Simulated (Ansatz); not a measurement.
Consider the formal exchange of groups at the Si–B bond: `O[SiH2]BO[SiH3]` + `CC[SiH3]` → `O[SiH2]CC[SiH3]` + `BO[SiH3]`.

Gas-phase electronic energies from Ansatz, PBE0-D4/def2-TZVP geometries. CCSD(T)/CBS adds triple-zeta CCSD(T) − MP2 to the extrapolated MP2 energy (def2 sets, frozen cores). Functionals use def2-TZVPP. B3LYP here is the variant with VWN-RPA as its local correlation; programs differ in this. Each species was taken in one conformer, which may not be the lowest.

| level | ΔE (kJ/mol) |
| --- | --- |
| B3LYP-D4 | -25.5 |
| CCSD(T)/def2-TZVPP | -26.1 |

(1) What does CCSD(T)/CBS give? (Estimate.)

Largest T1 diagnostic among the species: 0.013.

Answers

(1) Ansatz gave: -26.9 kJ/mol. The listed levels differ from it by 1.4, 0.8 kJ/mol.

In def2-TZVPP, CCSD(T) changes the Hartree–Fock value by −5.3 kJ/mol (the triples alone add −1.3 kJ/mol) and MP2 by −12.6 kJ/mol. From PBE to PBE0 (25 % exact exchange), in def2-TZVPP and without D4, ΔE moves by −3.7 kJ/mol.
